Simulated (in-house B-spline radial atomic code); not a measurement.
**KLI/ALDAx excitations of Re⁷⁺**

Method: KLI/ALDAx. Computed with an all-electron radial atomic-structure program (B-spline basis): linear response of the closed shell [Xe] 4f14 with the adiabatic LDA exchange kernel on the exchange-only KLI potential; scalar-relativistic (spin-free one-electron X2C), finite nucleus, no spin-orbit coupling, no double excitations, S, P, D and F terms only; shells from n = 3 respond. Only terms of natural parity with L up to 3 were computed.

Spin-orbit coupling is strong here, so these LS terms don't match observed levels.

Command:
```bash
python run_td.py task.json out
```
Settings (radii: box in bohr, nucleus in fm):
```
Z                        75
electrons                68
configuration            [Xe] 4f14
hamiltonian              x2c
method                   kli
box_radius               12.81
rms_radius               5.3698
intervals                100
```

Time taken, with all properties: 11 s on 1 thread of Arm Neoverse N1 (shared host).

The lowest states, in the order of their Tamm-Dancoff energies; the method's threshold (minus the highest occupied level) is 147.69 eV. Labels give the largest channel, * marks a mixed state, and oscillator strengths are full-response dipole values. Semilocal kernels can invert the small singlet-triplet splittings of Rydberg terms. Energies in eV:

```
      state  full response  Tamm-Dancoff  oscillator strength
 5p → 5d 3P          46.71         46.80                    -
 5p → 5d 3F          47.64         47.70                    -
 5p → 5d 1F          50.23         50.27                    -
 4f → 5d 3P          50.52         50.53                    -
 4f → 5d 3F          50.76         50.76                    -
 4f → 5d 1F              ?             ?                    -
 4f → 5d 1P          51.89         52.07               0.0976
5p → 5d 1P*          60.16         62.07                 5.31
 5p → 6s 3P          64.36         64.37                    -
 5p → 6s 1P          65.36         65.44                 1.49
 4f → 6s 3F          66.62         66.62                    -
 4f → 6s 1F              ?             ?                    -
 5p → 6p 3S          76.47         76.50                    -
 5p → 6p 3D          77.26         77.27                    -
 5p → 6p 1D          77.84         77.85                    -
 4f → 6p 3D          79.48         79.48                    -
```

Where does 4f → 6s 1F lie?

At 66.83 eV in full response, 66.83 eV in Tamm-Dancoff.

Where does 4f → 5d 1F lie?

At 51.57 eV in full response, 51.61 eV in Tamm-Dancoff.

How large is the singlet-triplet splitting of 5p → 5d (F terms) in Tamm-Dancoff?

2.58 eV, from the unrounded values.

What polarisabilities and dispersion coefficient does the method give?

Dipole 1.673 bohr³, quadrupole 1.926 bohr⁵, C6 5.754 hartree·bohr⁶ for two such species.
